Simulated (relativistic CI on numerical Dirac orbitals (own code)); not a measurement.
What each ingredient does to the levels of Tc9+

Base calculation: Dirac-Coulomb-Breit CI, KLI orbitals optimised for each configuration, model QED (radiative potential, 1s self-energy scaled to tabulated hydrogen-like ionisation energies), unscaled Slater integrals.

CI space (outside the closed core [Ar] 3d10): 4s2 4p4, 4s 4p5, 4p6, 4s2 4p3 4d, 4s 4p4 4d, 4s2 4p3 4f, 4s 4p4 4f, 4p5 4d, 4s2 4p3 5s, 4s2 4p3 5p, 4s 4p3 4d2, 4s2 4p2 4d 4f, 4p5 5s, 4s2 4p3 5d, 4s 4p4 5s, 4p5 4f, 4s 4p3 4d 5s, 4s 4p4 5p, 4s2 4p3 6s, 4s2 4p3 5f, 4s2 4p2 4f 5s, 4s2 4p3 6p, 4s2 4p3 5g, 4s2 4p3 6d, 4s 4p4 5d, 4s 4p3 5s2, 4s2 4p3 7s, 4s2 4p3 6f, 4s2 4p2 4d2, 4s2 4p 4d3, 4s 4p2 4d3, 4s2 4p 4d2 4f, 4s 4p2 4d2 4f, 4s2 4p 4d2 5s, 4p4 4d2, 4p3 4d3, 4p3 4d2 4f, 4p3 4d2 5s, 4s2 4p2 4d 5s, 4s 4p2 4d2 5s, 4s2 4p 4d 4f 5s, 4s 4p2 4d 4f 5s, 4s2 4p 4d 5s2, 4s2 4p2 5s2, 4s 4p2 4d 5s2, 4s2 4p 4f 5s2, 4s 4p2 4f 5s2, 4p4 4d 5s, 4p3 4d 4f 5s, 4p3 4d 5s2. Double excitations out of closed p, d and f shells are left out; levels of such configurations are missing from the list, as are those of other unlisted configurations, and high levels can miss mixing partners. These lack a partner that the ground configuration has and come out too high: 4s2 4p3 5p, 4s2 4p3 5d, 4s 4p4 5p, 4s2 4p3 6s, 4s2 4p3 5f.

Variants: (1) P86 correlation estimate; (2) QED terms removed. Shifts of the energy above 4s2 4p4 3P_2, in cm⁻¹, for the lowest level and the first level of each name with at least 55 % of one term (blank where a level changes its place among those of its configuration and J or its character, or is not in the variant):

```csv
Level,Base,Δ(1),Δ(2)
4s2 4p4 3P_2,0,0,0
4s2 4p4 3P_0,19404,0,-17
4s2 4p4 3P_1,24321,+1,-53
4s2 4p4 1D_2,41222,+11,-49
4s2 4p4 1S_0,84881,+6,-73
4s 4p5 3P°_2,250937,+574,+570
4s 4p5 3P°_1,266057,+586,+538
4s 4p5 3P°_0,278294,+585,+508
4s 4p5 1P°_1,322970,+728,+417
4s2 4p3 4d 5D°_0,347910,+1222,+22
4s2 4p3 4d 5D°_2,348372,+1225,+21
4s2 4p3 4d 5D°_3,348510,+1227,+19
4s2 4p3 4d 5D°_1,348774,+1222,+18
4s2 4p3 4d 5D°_4,351193,+1226,+7
4s2 4p3 4d 3D°_3,373616,+1233,-3
4s2 4p3 4d 3D°_1,375654,+1234,-2
4s2 4p3 4d 3F°_2,378607,+1235,+3
4s2 4p3 4d 1S°_0,379958,+1240,+7
4s2 4p3 4d 3F°_3,382635,+1236,-4
4s2 4p3 4d 3F°_4,388925,+1236,-13
4s2 4p3 4d 3G°_3,392972,+1239,+15
4s2 4p3 4d 3G°_5,403527,+1238,-19
```

At this charge energies of transitions that change n are usually good to better than 1 %, and those within a shell (Δn = 0) to a few per cent.

Ionisation energy from the two ground configurations alone: base 190.322 eV; P86 correlation estimate 191.82 eV. The NIST ASD value (theoretical) is 189.9 eV.

LS names give the leading component of a level, which can be under half, so a name can repeat, a term be missing and a line seem to break the LS rules.
